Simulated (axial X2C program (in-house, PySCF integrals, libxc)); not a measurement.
Ω levels of RhI from open-shell CI on d8 s0

Computed with an axial X2C code built on PySCF integrals: two-component X2C with atomic mean-field Coulomb and Gaunt terms, basis Rh dyall-v3z, I dyall-v3z (cores contracted in-house). Orbitals come from Hartree–Fock averaged over the configuration Rh d8 s0; CI then distributes these electrons over the d, s shells of Rh.

R = 2.697 Å (near the minimum of the configuration average).

Lowest levels of this model:

```csv
Ω,energy (cm⁻¹),g∥,μ (D),configuration
3,0,7.73,-7.06,100% d8
2,92,4.88,-7.06,100% d8
1,285,2.25,-7.05,100% d8
0,391,0.00,-7.05,100% d8
4,519,10.00,-7.10,100% d8
2,2319,4.86,-7.01,100% d8
1,2355,1.77,-7.03,100% d8
0,2401,0.00,-7.01,100% d8
3,2604,6.27,-7.08,100% d8
1,3536,2.01,-6.99,100% d8
0,3672,0.00,-6.99,100% d8
2,3988,2.30,-7.11,100% d8
0,9808,0.00,-6.99,100% d8
1,10614,2.14,-7.00,100% d8
2,11767,5.31,-7.00,99% d8
0,13745,0.00,-6.96,99% d8
0,13885,0.00,-6.95,99% d8
0,14858,0.00,-7.11,99% d8
0,17591,0.00,-6.97,100% d8
3,18492,6.01,-7.09,100% d8
4,18817,8.01,-7.22,99% d8
```

g∥ is the magnitude of 2⟨Lz + ge Sz⟩ for the +Ω component. μ is positive if the I end is positive.

**Question.** From Ω and g∥ of the lowest level, whose 2⟨Lz + ge Sz⟩ is positive, find ⟨Sz⟩ and ⟨Lz⟩ (ge = 2.0023).

**Answer.** Ω = ⟨Lz⟩ + ⟨Sz⟩ = 3 and ⟨Lz⟩ + ge⟨Sz⟩ = 3.865, so ⟨Sz⟩ = 0.86 and ⟨Lz⟩ = 2.14.

Occupations of the active spinors in the lowest level by ω, shell by shell in order of energy: -5/2: 0.05; -3/2: 0.95 0.95; -1/2: 1.00 0.05 0.00; 1/2: 1.00 1.00 0.00; 3/2: 1.00 1.00; 5/2: 1.00. The leading determinant has weight 0.95 among 39.

This point took 1.9 s on 1 thread of Intel(R) Xeon(R) Platinum 8375C CPU @ 2.90GHz (Ice Lake) (shared host).

Dynamic correlation is missing, so gaps between terms are too wide and other configurations may lie lower; the lowest level listed is that of this model, not necessarily the ground state. For d shells the ligand-field splittings (σ, π, δ) and their order can be off by a thousand cm⁻¹ or more. At most 4 roots were kept for each Ω > 0 (twice that for Ω = 0) within 3.2 eV of the lowest, so higher up levels can be missing between those listed; levels with Ω > 0 are doubly degenerate and listed once, Ω = 0 levels singly. States that fill the shells left empty in the average are placed too high.
